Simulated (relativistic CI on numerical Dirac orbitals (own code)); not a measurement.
**Sensitivity of the levels of Dy XXIX to α and to the nuclear radius**

Computed by Dirac-Coulomb-Breit CI, separate exchange-only KLI orbitals for each configuration, derivatives by finite differences, unscaled Slater integrals, QED left out (own radial code, finite nucleus).

Configuration list (outside the closed core [Ar] 3d10): 4s2.4p6.4d2, 4s2.4p5.4d3, 4s2.4p6.4d.4f, 4s.4p6.4d2.4f, 4s2.4p6.4f.5s, 4s2.4p6.4f2, 4s.4p6.4f3, 4p6.4d4, 4p5.4d5. Double excitations out of closed p, d and f shells are left out; levels of such configurations are missing from the list, as are those of other unlisted configurations, and high levels can miss mixing partners.

With x = (α/α₀)² − 1 an excitation energy changes as ω = ω₀ + qx; K = 2q/ω₀ is the relative enhancement. Terms are leading LS components, so labels can repeat. The field-shift factor is F = δν/δ⟨r²⟩ for the transition from the lowest level.

Lowest level 4s2.4p6.4d2 3F_2.

```csv
Level,ω₀ (cm⁻¹),q (cm⁻¹),F (GHz/fm²)
4s2.4p6.4d2 3P_0,52189,6473,0.246
4s2.4p6.4d2 3F_3,69986,76870,1.39
4s2.4p6.4d2 3P_2,97515,75450,1.51
4s2.4p6.4d2 3F_4,103231,86150,1.67
4s2.4p6.4d2 3P_1,106012,77300,1.57
4s2.4p6.4d2 1G_4,166232,146100,2.8
4s2.4p6.4d2 3P_2,180598,155400,3
4s2.4p6.4d2 1S_0,243832,148600,2.86
4s2.4p5.4d3 5F°_2,996400,46220,4.38
4s2.4p5.4d3 5D°_1,1002736,53240,4.54
4s2.4p5.4d3 5D°_0,1016399,58350,4.95
4s2.4p5.4d3 5F°_3,1026717,69450,4.61
4s2.4p5.4d3 5D°_3,1049980,89230,4.97
4s2.4p5.4d3 5S°_2,1054961,120600,5.31
4s2.4p5.4d3 5F°_4,1057412,122300,5.57
4s2.4p5.4d3 3F°_2,1071843,118700,5.8
4s2.4p5.4d3 5D°_1,1077901,122000,5.27
4s2.4p5.4d3 5G°_5,1079842,127300,5.54
4s2.4p5.4d3 5D°_4,1086454,125900,5.71
4s2.4p5.4d3 3G°_3,1087127,116700,6.09
4s2.4p5.4d3 3H°_6,1094056,118400,5.25
4s2.4p5.4d3 3P°_0,1101780,94510,5.79
4s2.4p5.4d3 3G°_4,1108721,127600,5.97
```

At this charge energies of transitions that change n are usually good to better than 1 %, and those within a shell (Δn = 0) to a few per cent. Terms inside the open d or f shell come out 10 to 20 % too wide with unscaled integrals.

(1) Which transition from the lowest level has the largest |K|?

Results:

(1) 4s2.4p6.4d2 3F_3 at 69986 cm⁻¹, K = 2.2.
